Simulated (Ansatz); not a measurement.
Compare A (`CN[SiH2]OC`) with its isomer B (`CO[SiH](C)N`).

Program: Ansatz. Geometries: PBE0-D4/def2-TZVP. ΔE: electronic, gas phase. CBS: MP2 limit from def2 TZ/QZ plus the TZ coupled-cluster correction, frozen cores. Functionals use def2-TZVPP. B3LYP here is the variant with VWN-RPA as its local correlation; programs differ in this. One conformer a species, not always the lowest.

(1) Which is lower in electronic energy at CCSD(T)/CBS, and by how much? (An estimate is asked.)

(2) Give E(B) − E(A) in kJ/mol with MP2/def2-TZVPP, CCSD(T)/def2-TZVPP, HF/def2-TZVPP, B3LYP-D4, PBE0-D4, r2SCAN-D4, CCSD/def2-TZVPP. (Estimate.)

Largest T1 diagnostic: 0.011.

## Answers

(1) The calculation gave: B, by 88.2 kJ/mol.

(2) The calculation gave: MP2/def2-TZVPP -89.1, CCSD(T)/def2-TZVPP -85.2, HF/def2-TZVPP -78.9, B3LYP-D4 -83.6, PBE0-D4 -86.3, r2SCAN-D4 -90.8, CCSD/def2-TZVPP -84.9. None reverses the order clearly.

In def2-TZVPP, CCSD(T) changes the Hartree–Fock value by −6.4 kJ/mol (the triples alone add −0.3 kJ/mol) and MP2 by −10.2 kJ/mol.
